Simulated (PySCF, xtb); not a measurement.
C10H8S, SMILES c1ccc(-c2cccs2)cc1.

GFN2-xTB (xtb) at its own geometry gives an orbital gap of 3.03 eV and a dipole moment of 0.87 D.

The structure is a stationary point at r2SCAN-D4/def2-SVP. The geometry has at least one imaginary mode, so it is a saddle point at that level. The values are those of a single conformer.

Q: What does PBE/def2-SVP in PySCF give? (Estimate from the structure and the level; the computed values follow.)

A: gap 3.22 eV (levels -5.21 and -1.98 eV), dipole 0.43 D.
